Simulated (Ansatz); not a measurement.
Input:

```yaml
crystal:
  periodic: [false, false, false]
  atoms:
    - { symbol: Al, position_ang: [0.048683, 0.516259, -0.190856] }
    - { symbol: H, position_ang: [-0.290589, -0.104202, 1.548807] }
    - { symbol: "N", position_ang: [1.613831, 0.102451, -0.928149] }
    - { symbol: H, position_ang: [1.792557, -0.798859, -1.373533] }
    - { symbol: H, position_ang: [2.486977, 0.611611, -0.786886] }
    - { symbol: "N", position_ang: [-1.529035, 0.086621, -0.903765] }
    - { symbol: H, position_ang: [-2.23035, -0.454184, -0.395901] }
    - { symbol: H, position_ang: [-1.709296, 0.056737, -1.90827] }
    - { symbol: "N", position_ang: [0.1024, 2.092203, 0.844867] }
    - { symbol: H, position_ang: [0.969319, 2.577757, 1.099727] }
    - { symbol: H, position_ang: [-0.671768, 2.759982, 0.759953] }
    - { symbol: H, position_ang: [-0.188129, 0.898524, 1.596807] }
basis:
  gaussian: { orbitals: "6-31G*" }
hamiltonian:
  xc: lda
phonons: {}
```

Launched with:

```bash
$ ansatz run input.yaml --threads 1 --pin off --max-ram 2048MiB --backend cpu --events-out ev --progress --plain --runs-dir out
```

Hardware: 1 thread of Arm Neoverse V2, with other jobs on the host.

Question: Roughly how long does this run take, and how much memory?

Answer: 91 s, with a peak of 0.12 GiB, for 0 ionic steps.
